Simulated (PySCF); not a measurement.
Ge(Cl)(OH)2(OMe) (CH₅ClGeO₃), SMILES [OH][Ge]([Cl])([O]C)[OH]. Atoms are numbered in the order given.

```xyz
11

C      2.3803    -0.6085    -0.4950
O      1.0409    -0.9094    -0.8716
Ge    -0.3237    -0.1997     0.0270
O     -0.5427    -0.8215     1.6749
O     -1.7708    -0.6053    -0.9156
Cl     0.0338     1.9195     0.2620
H      2.6517    -1.0695     0.4814
H      3.0503    -1.0249    -1.2745
H      2.5610     0.4874    -0.4261
H     -1.0333    -1.6656     1.6340
H     -1.5456    -0.6269    -1.8661
```
Charge 0, spin multiplicity 1.

Geometry: PBE-D3(BJ)/def2-SVP. Other conformers were not sampled.

Two levels are set side by side: PBE/pcSseg-1 (PySCF) and B3LYP/pcSseg-1 (PySCF). GIAO shifts against GeH4 (⁷³Ge), H2O (¹⁷O), HCl (³⁵Cl), TMS (¹H), TMS (¹³C) at the same level; non-relativistic, no solvent, atoms listed together averaged. Without spin–orbit terms, shifts of atoms bonded to Cl or Br come out too high at both levels. Differences are taken from unrounded values.

```tsv
quantity	B3LYP	PBE	PBE minus B3LYP
δ(¹³C) of C1 (ppm)	59.9	60.7	0.8
δ(¹⁷O) of O2 (ppm)	87.7	104.2	16.5
δ(⁷³Ge) of Ge3 (ppm)	360.2	382.8	22.5
δ(³⁵Cl) of Cl6 (ppm)	44.4	69.1	24.6
```

Rough cost on one machine, each run with all the roots and properties that it gave: B3LYP against PBE within a factor of 2.
